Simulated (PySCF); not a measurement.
SMILES O=Cc1cc(ccc1)O[SiH3] (C7H8O2Si), GFN2-xTB optimised geometry.

```
18

O     -3.58     2.05     0.00
C     -2.88     1.07     0.00
C     -1.41     1.07     0.00
C     -0.71     2.28     0.00
C      0.67     2.28     0.00
C      1.37     1.08     0.00
C      0.68    -0.13     0.00
O      1.32    -1.32     0.00
Si     2.88    -1.77    -0.01
C     -0.71    -0.13     0.00
H     -3.32     0.05     0.00
H     -1.28     3.20     0.00
H      1.21     3.21     0.00
H      2.45     1.08     0.00
H      3.55    -1.27    -1.21
H      3.58    -1.26     1.17
H      2.69    -3.21     0.00
H     -1.23    -1.07     0.00
```

Density from B3LYP/def2-SVP (PySCF) at that geometry.

Minimum of the electron density along straight lines between bonded atoms, close to the bond critical point (lines longer than 1.1 times the sum of covalent radii, or with two minima, are not listed):

```
bond     length / Å  ρ at the minimum / e bohr⁻³  ∇²ρ there / e bohr⁻⁵  position (fraction from the first atom)
-------  ----------  ---------------------------  --------------------  ---------------------------------------
O1–C2         1.204                        0.413                  0.49                                     0.67
C2–C3         1.469                        0.278                 -0.70                                     0.50
C3–C4         1.396                        0.308                 -0.78                                     0.50
C4–C5         1.381                        0.316                 -0.82                                     0.50
C5–C6         1.385                        0.313                 -0.81                                     0.50
C6–C7         1.393                        0.313                 -0.81                                     0.49
C7–O8         1.343                        0.288                 -0.15                                     0.33
O8–Si9        1.630                        0.124                  1.06                                     0.59
C3–C10        1.392                        0.310                 -0.78                                     0.50
C7–C10        1.391                        0.315                 -0.83                                     0.51
C2–H11        1.109                        0.276                 -1.03                                     0.63
C4–H12        1.079                        0.286                 -1.12                                     0.64
C5–H13        1.080                        0.285                 -1.09                                     0.63
C6–H14        1.080                        0.283                 -1.07                                     0.63
Si9–H15       1.464                        0.119                  0.33                                     0.49
Si9–H16       1.464                        0.119                  0.33                                     0.49
Si9–H17       1.452                        0.122                  0.35                                     0.49
C10–H18       1.080                        0.284                 -1.09                                     0.64
```
